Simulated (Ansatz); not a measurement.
Several settings on one geometry of Ge(eta1-allyl)H3 (C3H8Ge) (that of the charge 0 singlet, r2SCAN-D4/def2-SVP). Ansatz on 4 threads of Intel Xeon on a shared host; times are rough.

```xyz
12

Ge   -0.079   -0.714   -1.669
C    -0.078   -0.779    0.305
C     0.512    0.459    0.894
C    -0.174    1.438    1.500
H     0.498   -1.675    0.592
H    -1.119   -0.926    0.637
H     1.600    0.573    0.784
H    -1.260    1.377    1.633
H     0.329    2.329    1.885
H     1.350   -0.460   -2.176
H    -0.991    0.428   -2.142
H    -0.587   -2.049   -2.242
```

Totals from different functionals, basis sets or treatments of relativity can't be compared as stabilities.

The spins typed aren't always the lowest for that charge.

Give the basis size and estimate the energy, ⟨S²⟩ and time of these runs.

| run | method | charge | state | further keys |
| --- | --- | --- | --- | --- |
| 1 | RKS PBE0-D3(BJ)/def2-mTZVP | 0 | singlet | nuclear_model: gaussian; scf: {omitted_lower_state_checks: [starts]}; forces asked |
| 2 | RKS ωB97/def2-SVP | 0 | singlet | fitting: {mean_field: cc-pVTZ-jkfit}; scf: {omitted_lower_state_checks: [starts]} |
| 3 | UKS SVWN5/def2-mTZVPP | -1 | doublet | scf: {omitted_lower_state_checks: [starts]}; forces asked |


```json
{"run": "1", "functions": "117", "energy (Eh)": "-2195.7115", "⟨S²⟩": "–", "wall time": "14 s"}
{"run": "2", "functions": "114", "energy (Eh)": "-2195.8798", "⟨S²⟩": "–", "wall time": "13 s"}
{"run": "3", "functions": "133", "energy (Eh)": "-2191.7857", "⟨S²⟩": "0.75", "wall time": "9.5 s"}
```

The highest occupied level of an anion often lies above zero with these methods, and sets without diffuse functions describe the outer electron poorly.
